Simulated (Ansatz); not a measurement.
cis-Mg(H2O)2(hfac)2 (C10H6F12MgO6). The state is a singlet with charge 0. Geometry r2SCAN-D4/def2-SVP.

```xyz
35

C    -0.187    1.869    0.599
C     0.827    2.602    1.489
C    -1.544    1.867    0.967
C    -2.500    1.195    0.191
C    -3.981    1.306    0.577
C     2.212   -1.401   -0.945
C     3.604   -1.567   -1.569
C     2.066   -1.543    0.442
C     0.797   -1.472    1.046
C     0.690   -1.592    2.573
F     1.459    3.550    0.786
F     1.746    1.728    1.925
F     0.265    3.182    2.558
F    -4.531    0.086    0.640
F    -4.640    2.006   -0.359
F    -4.172    1.910    1.756
F     3.915   -0.474   -2.281
F     3.606   -2.615   -2.403
F     4.568   -1.758   -0.660
F    -0.125   -2.602    2.903
F     0.167   -0.460    3.069
F     1.871   -1.800    3.169
Mg   -0.493   -0.322   -1.320
O    -0.257    0.590   -3.203
O    -1.709   -1.854   -2.089
O     0.329    1.315   -0.405
O    -2.296    0.492   -0.836
O     1.309   -1.148   -1.789
O    -0.307   -1.294    0.473
H     0.604    0.273   -3.521
H    -0.176    1.553   -3.159
H    -2.614   -1.583   -1.860
H    -1.587   -2.723   -1.680
H    -1.859    2.405    1.858
H     2.945   -1.722    1.059
```

Single mean-field runs in def2-SVP, def2-TZVP are fitted with def2-universal-jkfit.

Task: Estimate the orbital energies around the gap (eV) in Ansatz with PBE-D4/def2-SVP, r2SCAN-D4/def2-TZVP, PBE0-D4/def2-SVP, PBE0-D4/def2-TZVP, BHLYP-D4/def2-TZVP.

Result: 
```csv
orbital,PBE-D4/def2-SVP,r2SCAN-D4/def2-TZVP,PBE0-D4/def2-SVP,PBE0-D4/def2-TZVP,BHLYP-D4/def2-TZVP
HOMO−5,-7.55,-8.19,-9.48,-9.57,-11.34
HOMO−4,-7.43,-8.06,-9.35,-9.44,-11.20
HOMO−3,-6.50,-7.09,-8.34,-8.40,-10.11
HOMO−2,-6.49,-7.06,-8.33,-8.38,-10.08
HOMO−1,-6.29,-6.75,-7.53,-7.61,-8.62
HOMO,-6.25,-6.71,-7.51,-7.58,-8.62
LUMO,-3.11,-3.31,-2.43,-2.56,-1.61
LUMO+1,-3.08,-3.27,-2.39,-2.51,-1.55
LUMO+2,-0.96,-0.69,-0.10,-0.51,0.10
LUMO+3,-0.22,-0.07,0.77,0.24,0.92
LUMO+4,0.04,0.04,1.09,0.93,2.17
LUMO+5,0.31,0.35,1.40,1.12,2.19
```
